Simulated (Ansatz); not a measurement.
C2H4N (SMILES [CH]=NC), doublet, at a GFN2-xTB geometry. Base run: SVWN5/3-21G in Ansatz (a first-principles code).

Ansatz was given this input:
Ansatz 0.2 input:
```yaml
crystal:
  periodic: [false, false, false]
  atoms:
    - {symbol: C, position_ang: [1.31120828, -0.15668231, -0.21200825]}
    - {symbol: N, position_ang: [0.11562011, -0.33131293, -0.26397662]}
    - {symbol: C, position_ang: [-1.07674994, 0.25688588, 0.27315521]}
    - {symbol: H, position_ang: [1.96810973, 0.54605768, 0.28532144]}
    - {symbol: H, position_ang: [-1.70417788, 0.56801654, -0.56204592]}
    - {symbol: H, position_ang: [-1.60723309, -0.51156564, 0.83538198]}
    - {symbol: H, position_ang: [-0.87278958, 1.11546051, 0.92229710]}
basis:
  gaussian:
    orbitals: 3-21G.json
hamiltonian:
  xc: {name: SVWN5}
magnetization: {spin_polarized: true, initial_magnetization: 1}
```
The basis file holds 3-21G in the JSON format of the Basis Set Exchange.

The base run was repeated with changes; each row names its change, and settings that it needs were set with it.

```csv
change,ΔE vs base (eV)
base,0.00
symmetry_tolerance_ang = 0.01,0.00
occupation = up:A':11 A'':1 down:A':9 A'':2,11.23
occupation = up:A':10 A'':2 down:A':9 A'':2,0.00
occupation = up:A':9 A'':3 down:A':9 A'':2,2.67
```
